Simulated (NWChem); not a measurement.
A series in which one site is exchanged, each optimised at PBE0/def2-SVP with NWChem, gas phase unless a solvent is named. All stand in one matching conformer (torsions within 35°), which need not be the lowest. For some, no frequency run checked for a minimum. def2 effective core potentials on In, Sb; no spin-orbit coupling.

A: [OH][Sb]([F])[F] (SbHOF2; site = Sb)
B: [In]([OH])([F])[F] (InHOF$_{2}$; site = In)
C: [OH][Sc]([F])[F] (ScHOF₂; site = Sc)

```tsv
quantity	A	B	C
orbital gap (eV), PBE0/def2-SVP	7.95	…	7.07
static polarisability, CAM-B3LYP/def2-SVPD (bohr³)	41.5	…	32.5
lowest singlet excitation, CAM-B3LYP/def2-SVPD, TDA (eV)	6.95	…	5.69
```

Q: What belongs in the gaps?

A: 
- orbital gap (eV), PBE0/def2-SVP, B: 6.59
- static polarisability, CAM-B3LYP/def2-SVPD (bohr³), B: 35.0
- lowest singlet excitation, CAM-B3LYP/def2-SVPD, TDA (eV), B: 5.17
